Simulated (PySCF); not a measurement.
Compound: C7H8O.
Atom-mapped SMILES: `[cH:1]1[cH:2][c:3]([CH:4]2[CH2:5][CH2:6]2)[cH:7][o:8]1` (hydrogens: H9 on C1; H10 on C2; H11 on C4; H12, H13 on C5; H14, H15 on C6; H16 on C7)

Method: PySCF 2.14.0, PBE0-D3(BJ)/def2-SVP geometry optimisation, gas phase.

Q: Give the optimised bond lengths and angles.

A: 
| bond | length (Å) |
| --- | --- |
| C1–C2 | 1.362 |
| C2–C3 | 1.438 |
| C3–C4 | 1.476 |
| C4–C5, C4–C6 | 1.507 |
| C5–C6 | 1.495 |
| C3–C7 | 1.366 |
| C7–O8 | 1.351 |
| C1–O8 | 1.345 |
| C1–H9 | 1.087 |
| C2–H10 | 1.088 |
| C4–H11 | 1.094 |
| C5–H12, C6–H15 | 1.093 |
| C5–H13, C6–H14 | 1.093 |
| C7–H16 | 1.087 |

Bonds in one row agree within 0.01 Å and their mean is given. A selection of angles:
| angle | degrees |
| --- | --- |
| C2–C1–O8 | 110.5 |
| C1–C2–C3 | 106.2 |
| C2–C3–C4 | 128.1 |
| C2–C3–C7 | 105.0 |
| C4–C3–C7 | 126.8 |
| C3–C4–C5 | 120.5 |
| C5–C4–C6 | 59.5 |
| C4–C5–C6 | 60.3 |
| C3–C7–O8 | 110.9 |
| C1–O8–C7 | 107.4 |

Dihedral angles: C2–C3–C4–C5 36° (synclinal); C3–C4–C5–C6 -110° (anticlinal); C3–C4–C6–C5 110° (anticlinal).

Of the pairs four or more bonds apart, C2···H14 is among the closest relative to their van der Waals radii: 2.92 Å, 101 % of the sum of Bondi's values. The 5-membered ring C1–C2–C3–C7–O8 has internal angles of 105.0° to 110.9°; it is planar, 0.00 Å rms from its mean plane, widest ring torsion 0°. The 7 C–C bonds span 1.362 Å (C1–C2, aromatic) to 1.507 Å (C4–C5, drawn single), a spread of 0.145 Å. The 3-membered ring C4–C5–C6 has internal angles of 59.5° to 60.3°.

Point group: Cs (tolerance 0.08 Å). No frequency check. One conformer, not necessarily the lowest.
